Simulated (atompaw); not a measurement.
## Pb: one change to a PAW (atompaw) potential, before and after

Pb, PAW, made with atompaw 4.2.0.5 (PBE, scalar-relativistic). Core [Xe] 4f14, reference 5d10 6s2 6p2. Waves: 6s (bound): rc 2.20 bohr; 6s channel at 0.1 Ry: rc 2.20 bohr; 6p (bound): rc 2.20 bohr; 6p channel at 1 Ry: rc 2.20 bohr; 5d (bound): rc 2.20 bohr; 5d channel at 0.35 Ry: rc 1.75 bohr. Local part: troulliermartins scheme with l = 3 at -0.5 Ry, radius 1.95 bohr. Core correction: smooth core density matched at 1.65 bohr. Augmentation charge: sinc compensation charge, radius 1.95 bohr; PAW radius 2.20 bohr; waves and projectors: custom rrkj gramschmidtortho.

Change: wave 6p channel at 1 Ry: rc 2.20 bohr becomes 6p channel at 5.14 Ry: rc 2.20 bohr.

Cutoffs: the cutoffs (Ry, on a coarse ladder) from which the occupation-weighted sum of valence levels, in a spherical-Bessel basis at the reference potential, stays within 10 and 1 mRy of its value at 400 Ry; they do not see the model core or the augmentation charge, which bear on the density cutoff.

Task: What does the change do?

Result: The potential gets neither clearly harder nor softer (25 Ry and 40 Ry → 25 Ry and 40 Ry); the bound ghosts move from p, s to s.

| quantity | base | changed |
| --- | --- | --- |
| cutoff, loose | 25 Ry | 25 Ry |
| cutoff, tight | 40 Ry | 40 Ry |
| bound ghosts | s, p | s |
| s: phases at 2.20 bohr within 0.05 rad from the reference energy up to (Ry; the scan ends near 5) | to the end of the scan | to the end of the scan |
| p: phases at 2.20 bohr within 0.05 rad from the reference energy up to (Ry; the scan ends near 5) | to the end of the scan | 4.1 |
| d: phases at 2.20 bohr within 0.05 rad from the reference energy up to (Ry; the scan ends near 5) | 2.8 | 2.8 |
| lowest overlap eigenvalue by channel | s 0.29, p 0.52, d 0.31 | s 0.29, p 0.66, d 0.31 |

 A true bound ghost makes a file unfit for plane-wave use even where its test errors are small: the radial tests pick states by their node count and pass the ghost by. The cutoffs see the waves, projectors and local potential, not the compensation charge or the core.
